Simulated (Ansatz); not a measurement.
Input for Ansatz (an electronic-structure program): R-PBE/def2-TZVPP on BH3 (SMILES B), atoms moved off the minimum.

Ansatz 0.2 input:
```yaml
crystal:
  periodic: [false, false, false]
  atoms:
    - {symbol: B, position_ang: [0.16667905, 0.07574312, 0.13172849]}
    - {symbol: H, position_ang: [-1.09466677, -0.24495166, -0.14383088]}
    - {symbol: H, position_ang: [0.44621117, -0.74604464, 0.96867732]}
    - {symbol: H, position_ang: [0.78128643, 0.74962559, -0.55776306]}
basis:
  gaussian:
    orbitals: def2-TZVPP
hamiltonian:
  xc: {name: PBE}
scf: {lower_state_search: off}
output: {forces: true}
```

It printed:

```
WARN ansatz: RAYON_NUM_THREADS=1 ignored (pool sized by the plan → 1); use --threads N
Functional definition: PBE
these checks for a lower state are left out or cut short: stability, starts, cluster_reference, orbital_swaps, neighbouring_geometries, increment
integrals: 0.01 GiB planned
346 factors; their error is unknown
mean field: 0.11 GiB planned
mean field evaluation 1: about -720.7175 eV, gradient 1.9e1 eV
mean field evaluation 2: about -721.1099 eV, gradient 1.7e1 eV
mean field evaluation 4: about -722.1397 eV, gradient 3.4e-1 eV
mean field evaluation 8: about -722.1303 eV, gradient 9.6e-3 eV
mean field -722.13031702 eV, -26.5377996731 hartree, gradient 9.6e-6 eV, S^2 0.000000; 0 other end points of the search recorded, 0 dependent functions left out
the calculation of the forces begins
reference -722.13035168 eV, -26.5378009466 hartree; 4, 4 occupied and 69, 69 virtual orbitals, 346 factors
Total energy: -722.13035168 eV, -26.5378009466 hartree
Atom 0 at     0.166679     0.075743     0.131728 Å, force    -3.328599    -2.794076     0.045464 eV/Å
Atom 1 at    -1.094667    -0.244952    -0.143831 Å, force     1.735082     1.126675     0.179117 eV/Å
Atom 2 at     0.446211    -0.746045     0.968677 Å, force     0.755240     0.644181     0.179210 eV/Å
Atom 3 at     0.781286     0.749626    -0.557763 Å, force     0.838277     1.023220    -0.403790 eV/Å
Dipole moment:     0.054546     0.057476     0.025535 e Å
Checks for a lower state left out: stability, starts, cluster_reference, orbital_swaps, neighbouring_geometries, increment
```

The run converged.

Cost: around 0.15 core-seconds (rough).
